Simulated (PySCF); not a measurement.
Isomers of C8H7F, mass 122.053 u with the commonest isotopes. Method used: CAM-B3LYP/def2-SVPD in PySCF (dipole) on a GFN2-xTB geometry, gas phase. One conformer each, none proved a minimum here; rigid rotors.

**Question.** Order these by rotational constant B, smallest first.
A. `[CH:1]#[C:2]/[C:3]([F:4])=[CH:5]/[CH:6]=[CH:7]\[CH:8]=[CH2:9]` with C3–C5–C6–C7 180°, C6–C7–C8–C9 180°
B. `[CH2:1]=[C:2]1[CH:3]=[CH:4]/[C:5]1=[CH:6]/[CH:7]=[CH:8]\[F:9]` with C5–C6–C7–C8 180°
C. `C=C(F)C#CC#CCC`

**Answer.** C (451.6 MHz), A (664.6 MHz), B (823.6 MHz).

**Question.** Order these by rotational constant C, largest first.
A. `[CH:1]#[C:2]/[C:3]([F:4])=[CH:5]/[CH:6]=[CH:7]\[CH:8]=[CH2:9]` with C3–C5–C6–C7 180°, C6–C7–C8–C9 180°
B. `C=C(F)C#CC#CCC`
C. `[CH2:1]=[C:2]1[CH:3]=[CH:4]/[C:5]1=[CH:6]/[CH:7]=[CH:8]\[F:9]` with C5–C6–C7–C8 180°

**Answer.** C (685.7 MHz), A (572.7 MHz), B (426.7 MHz).

**Question.** Order these by radius of gyration √(Σ m r²/M), smallest first.
A. `[CH:1]#[C:2]/[C:3]([F:4])=[CH:5]/[CH:6]=[CH:7]\[CH:8]=[CH2:9]` with C3–C5–C6–C7 180°, C6–C7–C8–C9 180°
B. `C=C(F)C#CC#CCC`
C. `[CH2:1]=[C:2]1[CH:3]=[CH:4]/[C:5]1=[CH:6]/[CH:7]=[CH:8]\[F:9]` with C5–C6–C7–C8 180°

**Answer.** C (2.457 Å), A (2.689 Å), B (3.119 Å).

```json
{"SMILES": "C=C1C=C/C1=C/C=C\\F", "point group": "Cs", "Ia (u·Å²)": "123.38", "Ib (u·Å²)": "613.63", "Ic (u·Å²)": "737.01", "κ": "-0.92", "μa (D)": "1.41", "μb (D)": "0.60", "μc (D)": "0.00"}
{"SMILES": "C#C/C(F)=C/C=C\\C=C", "point group": "Cs", "Ia (u·Å²)": "122.11", "Ib (u·Å²)": "760.40", "Ic (u·Å²)": "882.51", "κ": "-0.95", "μa (D)": "0.99", "μb (D)": "1.53", "μc (D)": "0.00"}
{"SMILES": "C=C(F)C#CC#CCC", "point group": "Cs", "Ia (u·Å²)": "71.71", "Ib (u·Å²)": "1119.05", "Ic (u·Å²)": "1184.46", "κ": "-0.99", "μa (D)": "2.63", "μb (D)": "1.38", "μc (D)": "0.00"}
```
